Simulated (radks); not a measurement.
These are the eigenvalues of the occupied orbitals of an atom or ion with whole-number occupations (hartree). Method: Dirac Kohn-Sham, BLYP, spin-unpolarised, spherical densities, point nucleus; computed with a radial shooting solver on a logarithmic mesh with Libxc functionals.

1s1/2: -3143.468
2s1/2: -560.5195
2p1/2: -538.0116
2p3/2: -462.0859
3s1/2: -135.1254
3p1/2: -124.9986
3p3/2: -108.1211
3d3/2: -91.44211
3d5/2: -87.84133
4s1/2: -31.27978
4p1/2: -26.91780
4p3/2: -22.74905
4d3/2: -15.63845
4d5/2: -14.85315
4f5/2: -5.68368
5s1/2: -5.56478
4f7/2: -5.50448
5p1/2: -4.04781
5p3/2: -3.22608
5d3/2: -1.09053
5d5/2: -0.98739
6s1/2: -0.53081
6p1/2: -0.22843
6p3/2: -0.15974

Which element is it, and in what charge state? The configuration may be excited. Open shells, if any, fill j = l - 1/2 first.

Answer. Z = 81, thallium, charge 0: Tl in [Xe] 4f12 5d10 6s1 6p4. The list shows which subshells hold electrons but not how many an open one holds; the 1s level, -3143.5 hartree, gives Z - s = 79.3 by -(Z - s)^2/2, which with screening and relativity narrows Z to a few neighbours, and the depths of the outer levels then fix element, charge and occupations together.
